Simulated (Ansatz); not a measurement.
Basis sets compared for Ag2Se (the lowest singlet isomer of a short search). The state is a singlet with charge 0. Geometry r2SCAN-D4/def2-TZVP. Ansatz on 4 threads of Arm Neoverse V2 on a shared host; times are rough, and most runs start from earlier orbitals.

```
atom   x (Å)   y (Å)   z (Å)
 Ag1  -1.413  -0.702  -0.094
 Ag2   0.996   0.532  -1.105
 Se3   0.416   0.170   1.199
```

In the def2 sets Ag takes a core potential; there is no spin–orbit coupling. The structure comes from a short search, and lower isomers may exist.

Binding counts from free atoms (Ag doublet, Se triplet) in the same basis, without a counterpoise term.

```json
{"level": "PBE-D4/def2-SVP", "functions": "94", "energy (Eh)": "-2694.8986", "HOMO (eV)": "-4.78", "LUMO (eV)": "-3.45", "binding per atom (eV)": "1.61", "wall time": "0.8 s"}
{"level": "PBE-D4/def2-TZVP", "functions": "128", "energy (Eh)": "-2695.2692", "HOMO (eV)": "-4.83", "LUMO (eV)": "-3.49", "binding per atom (eV)": "1.61", "wall time": "1.1 s"}
{"level": "r2SCAN-D4/def2-TZVP", "functions": "128", "energy (Eh)": "-2695.6837", "HOMO (eV)": "-4.92", "LUMO (eV)": "-3.27", "binding per atom (eV)": "1.59", "wall time": "2.9 s"}
{"level": "PBE0-D4/def2-SVP", "functions": "94", "energy (Eh)": "-2694.9348", "HOMO (eV)": "-5.62", "LUMO (eV)": "-2.64", "binding per atom (eV)": "1.48", "wall time": "1.4 s"}
{"level": "PBE0-D4/def2-TZVP (with forces)", "functions": "128", "energy (Eh)": "-2695.3021", "HOMO (eV)": "-5.66", "LUMO (eV)": "-2.67", "binding per atom (eV)": "1.49", "wall time": "3 s"}
```

Q: Estimate the rows for PBE-D4/def2-TZVPD, r2SCAN-D4/def2-TZVPD, PBE0-D4/def2-TZVPD.

A: 
```tsv
level	functions	energy (Eh)	HOMO (eV)	LUMO (eV)	binding per atom (eV)	wall time
PBE-D4/def2-TZVPD	137	-2695.2700	-4.86	-3.51	1.61	1.3 s
r2SCAN-D4/def2-TZVPD	137	-2695.6843	-4.94	-3.29	1.59	2.8 s
PBE0-D4/def2-TZVPD	137	-2695.3027	-5.69	-2.69	1.49	1.7 s
```
